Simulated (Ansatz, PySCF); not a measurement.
Mo(NH)2(F)(Me) (CH5FMoN2), SMILES [CH3][Mo]([F])(=[NH])=[NH], multiplicity 1. Atoms are numbered in the order given.

```xyz
10

Mo    -0.0135     0.0707    -0.0181
N     -1.4075    -0.9270    -0.1208
H     -2.0046    -1.6378    -0.5386
N      1.1440    -0.4132    -1.1908
H      1.4762    -0.9367    -1.9982
F     -0.3987     1.8984    -0.0589
C      0.8668    -0.5278     1.7935
H      1.0944    -1.6023     1.8252
H      0.1643    -0.2877     2.6086
H      1.8036     0.0394     1.9207
```

Coordinates come from a PBE0-D3(BJ)/def2-SVP optimisation. The spin state was assumed, not searched. The structure was generated by enumeration; whether it is a known compound was not checked. The def2 effective core potentials stand for the cores of Mo; spin–orbit coupling is left out.

Two levels are set side by side: PBE-D3(BJ)/def2-SVP (Ansatz, a program for electronic structure) and PBE0-D3(BJ)/def2-SVP (Ansatz). Each level has its own optimised geometry; the coordinates shown are those of the second. Frequencies come from the Hessian of PySCF at each geometry. Differences are taken from unrounded values.

```
quantity                            PBE0-D3(BJ)
----------------------------------  -----------
mean bond length (Å)                      1.416
bond Mo1–N2 (Å)                           1.717
bond Mo1–N4 (Å)                           1.717
bond Mo1–F6 (Å)                           1.868
bond Mo1–C7 (Å)                           2.101
bond N2–H3 (Å)                            1.018
bond N4–H5 (Å)                            1.018
bond C7–H8 (Å)                            1.099
bond C7–H9 (Å)                            1.103
bond C7–H10 (Å)                           1.103
highest harmonic wavenumber (cm⁻¹)         3634
mean harmonic wavenumber (cm⁻¹)            1212
zero-point energy (kcal/mol)              41.58
```

### Question
What does PBE-D3(BJ) give, and how far is it from PBE0-D3(BJ)? (The exact figures need the calculation; the answer reports its results.)

### Answer

```json
[
 {"quantity": "mean bond length (Å)", "PBE-D3(BJ)": "1.428", "PBE-D3(BJ) minus PBE0-D3(BJ)": "0.012"},
 {"quantity": "bond Mo1–N2 (Å)", "PBE-D3(BJ)": "1.739", "PBE-D3(BJ) minus PBE0-D3(BJ)": "0.022"},
 {"quantity": "bond Mo1–N4 (Å)", "PBE-D3(BJ)": "1.739", "PBE-D3(BJ) minus PBE0-D3(BJ)": "0.022"},
 {"quantity": "bond Mo1–F6 (Å)", "PBE-D3(BJ)": "1.881", "PBE-D3(BJ) minus PBE0-D3(BJ)": "0.013"},
 {"quantity": "bond Mo1–C7 (Å)", "PBE-D3(BJ)": "2.113", "PBE-D3(BJ) minus PBE0-D3(BJ)": "0.011"},
 {"quantity": "bond N2–H3 (Å)", "PBE-D3(BJ)": "1.027", "PBE-D3(BJ) minus PBE0-D3(BJ)": "0.009"},
 {"quantity": "bond N4–H5 (Å)", "PBE-D3(BJ)": "1.027", "PBE-D3(BJ) minus PBE0-D3(BJ)": "0.009"},
 {"quantity": "bond C7–H8 (Å)", "PBE-D3(BJ)": "1.107", "PBE-D3(BJ) minus PBE0-D3(BJ)": "0.008"},
 {"quantity": "bond C7–H9 (Å)", "PBE-D3(BJ)": "1.111", "PBE-D3(BJ) minus PBE0-D3(BJ)": "0.008"},
 {"quantity": "bond C7–H10 (Å)", "PBE-D3(BJ)": "1.111", "PBE-D3(BJ) minus PBE0-D3(BJ)": "0.008"},
 {"quantity": "highest harmonic wavenumber (cm⁻¹)", "PBE-D3(BJ)": "3505", "PBE-D3(BJ) minus PBE0-D3(BJ)": "-129"},
 {"quantity": "mean harmonic wavenumber (cm⁻¹)", "PBE-D3(BJ)": "1168", "PBE-D3(BJ) minus PBE0-D3(BJ)": "-44"},
 {"quantity": "zero-point energy (kcal/mol)", "PBE-D3(BJ)": "40.06", "PBE-D3(BJ) minus PBE0-D3(BJ)": "-1.51"}
]
```

GGA bonds tend to be longer and softer than those of functionals with exact exchange. Differences between two approximate levels are no errors against the true value.
